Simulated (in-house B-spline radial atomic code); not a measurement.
Configurations of Re2+, with energies counted from [Xe] 4f14 5d5. Level of theory: Dirac-Hartree-Fock, average of configuration, Fermi nucleus of rms radius 5.3698 fm; calculated with a B-spline radial code for spherical atoms. Energies include first-order Breit, QED and recoil terms.

Occupations are held fixed; configurations that lie above the ionisation limit could autoionise.

| configuration | E - E(ref) (eV) | highest orbital | its <r> (bohr) |
| --- | --- | --- | --- |
| [Xe] 4f14 5d4 6s1 | 2.0085 | 6s1/2 | 2.748 |
| [Xe] 4f14 5d4 7s1 | 14.671 | 7s1/2 | 5.723 |
| [Xe] 4f14 5d4 7p1 | 16.799 | 7p3/2 | 6.883 |
| [Xe] 4f14 5d4 6f1 | 20.541 | 6f5/2 | 10.02 |
| [Xe] 4f14 5d4 9s1 | 21.348 | 9s1/2 | 14.51 |
| [Xe] 4f14 5d4 7g1 | 23.084 | 7g7/2 | 21.13 |
| [Xe] 4f13 5d5 9p1 | 63.792 | 9p3/2 | 16.39 |
| [Xe] 4f13 5d5 7g1 | 65.005 | 7g7/2 | 21.13 |

(1) Order these further configurations by energy, lowest first.
A. [Xe] 4f14 5d4 7f1
B. [Kr] 4d10 4f14 5s2 5p5 5d5 7s1
C. [Xe] 4f14 5d4 8p1
D. [Kr] 4d10 4f14 5s2 5p5 5d5 6g1
E. [Xe] 4f14 5d4 8f1

(2) How far above the reference does [Xe] 4f14 5d4 5g1 lie?

(3) How far above the reference does [Xe] 4f13 5d5 9g1 lie?

(4) How far above the reference does [Xe] 4f13 5d5 9s1 lie?

Results:

(1) C (20.164 eV), A (22.088 eV), E (23.022 eV), B (61.386 eV), D (68.98 eV).

(2) 20.684 eV; its least bound orbital is 5g7/2 with <r> = 9.149 bohr.

(3) 65.993 eV; its least bound orbital is 9g7/2 with <r> = 37.11 bohr.

(4) 63.238 eV; its least bound orbital is 9s1/2 with <r> = 14.41 bohr.
